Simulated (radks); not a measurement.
Task: Coulomb parameter of the 4f shell of the holmium ion Ho+ in the model configuration [Xe] 4f10 5d1 6s1, as a second difference U = [E(n + 0.5) + E(n - 0.5) - 2 E(n)] / (0.5)^2 with all orbitals relaxed. "Bare": the charge of the atom changes with n. "Screened": the 5d shell takes up the change at fixed total charge, which measures U(4f,4f) + U(5d,5d) - 2 U(4f,5d). All-electron calculation, scalar-relativistic Kohn-Sham, PBEsol, spin-unpolarised, spherical densities, finite nucleus; Fermi nuclear charge, rms radius 5.2022 fm. Program: a radial shooting solver on a logarithmic mesh with Libxc functionals. Estimate both.

Result: U(bare) = 15.869 eV, U(screened by 5d) = 5.232 eV, against the Slater integral F0(4f,4f) = 32.090 eV with frozen orbitals.
